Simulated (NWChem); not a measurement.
Species: trifluoroacetic acid (C$_{2}$HF$_{3}$O$_{2}$); SMILES FC(F)(F)C(O)=O

```xyz
8

O     -1.0822    -1.4804     0.0004
C      0.1269    -0.9367     0.0010
O      1.1653    -1.5253     0.0005
C      0.0174     0.5998     0.0003
F     -0.6564     1.0138     1.0696
F      1.2201     1.1412     0.0170
F     -0.6260     1.0130    -1.0881
H     -0.9697    -2.4443    -0.0007
```
Atoms are numbered in this order, from 1.

Results from NWChem. Coordinates come from a PBE0/def2-SVP optimisation. B3LYP is NWChem's, with the RPA form of VWN correlation.

Task: Predict the results for B3LYP/def2-SVP. Quantities: highest occupied level (eV); orbital gap (eV); dipole (D).

Result: 
```json
{
  "highest occupied level (eV)": "-8.66",
  "orbital gap (eV)": "7.61",
  "dipole (D)": "2.17"
}
```
